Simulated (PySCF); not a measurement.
# What a mistake does to a calculation on AlBH4N cation

Calculated results; nothing here was measured. The program is PySCF 2.14.0, an open-source quantum chemistry code, run on an isolated molecule that a program drew, which may never have been made. The molecule is AlBH4N cation (charge +1, singlet), drawn as the SMILES string `[BH2][Al+][NH2]`.

Each row is a Hartree-Fock (HF) and frozen-core CCSD(T) single point in the cc-pV(D+d)Z basis, meant for a local HF minimum. Run 1 is clean. Each other run has one planted mistake out of seven kinds, and not every kind appears here: one electron removed, one electron added, multiplicity raised by two, geometry at a saddle point, minimal basis STO-3G, one bond length entered in bohr, all coordinates scaled. The reference is restricted for singlets and unrestricted otherwise, and also for a bond in bohr. Adding or removing an electron swaps singlet and doublet. Electrons count all cores. HOMO and LUMO are orbital energies over both spins, the gradient is its largest component, and the lowest frequency (negative if imaginary) is given only where the gradient is small. Bond lengths are over the 6 bonds as drawn. T1 is the CCSD diagnostic: over 0.02 (restricted) or 0.045 (unrestricted) a single reference is doubtful.

Geometry of the clean run:
```xyz
7
AlBH4N cation, angstrom
B    -0.8550   -3.0539    2.0762
Al   -1.2733   -1.0510    1.3687
N    -1.6053    0.5375    0.8074
H    -0.9396   -3.2566    3.2440
H    -0.5567   -3.8739    1.2695
H    -1.5786    0.8370   -0.1543
H    -1.8579    1.3226    1.3863
```

| run | electrons | basis functions | <S^2> | HOMO (eV) | LUMO (eV) | gradient (hartree/bohr) | lowest frequency (cm^-1) | mean bond (Å) | longest bond (Å) | T1 | HF (hartree) | CCSD(T) (hartree) | mistake |
|---|---|---|---|---|---|---|---|---|---|---|---|---|---|
| 1 | 28 | 71 | 0.000 | -16.60 | -4.79 | 2.9e-05 | 111 | 1.3790 | 2.165 | 0.0154 | -323.13288 | -323.46962 | no fault |
| 2 | 27 | 71 | 0.760 | -21.99 | -15.03 | 7.5e-02 | - | 1.3790 | 2.165 | 0.0245 | -322.54860 | -322.86140 | one electron removed |
| 3 | 29 | 71 | 0.757 | -6.15 | 1.40 | 5.1e-02 | - | 1.3790 | 2.165 | 0.0145 | -323.33124 | -323.68943 | one electron added |
| 4 | 28 | 23 | 0.000 | -14.44 | -0.32 | 3.4e-02 | - | 1.3790 | 2.165 | 0.0238 | -319.29233 | -319.43360 | minimal basis STO-3G |
| 5 | 28 | 71 | 2.006 | -13.51 | -7.62 | 2.6e-02 | - | 1.3790 | 2.165 | 0.0213 | -323.01528 | -323.34174 | multiplicity raised by two |
| 6 | 28 | 71 | 0.713 | -15.00 | -5.06 | 2.2e-02 | - | 1.5552 | 2.246 | 0.0725 | -323.01034 | -323.34627 | ? |

**Which mistake was planted in run 6, and what did it cost?**

The mean bond changes by a factor of 1.128 and the longest by 1.037, so the molecule wasn't scaled as a whole. A length L in bohr read as angstrom grows by (1/0.5292 - 1) L = 0.890 L. The 6 bonds together grew by 6 x 0.1762 = 1.057 Å, which gives L = 1.188 Å. That is the length of one of the B-H bonds, 1.188 Å in the clean geometry. So the mistake is: one bond length entered in bohr. Subtracting run 1 and multiplying by 627.51 kcal/mol a hartree, the energy moved by 76.9 kcal/mol in HF and 77.4 kcal/mol in CCSD(T).

Cautions from the logs. Run 4: T1 is over the limit, so its CCSD(T) energy is less reliable; run 6: T1 is over the limit, so its CCSD(T) energy is less reliable.
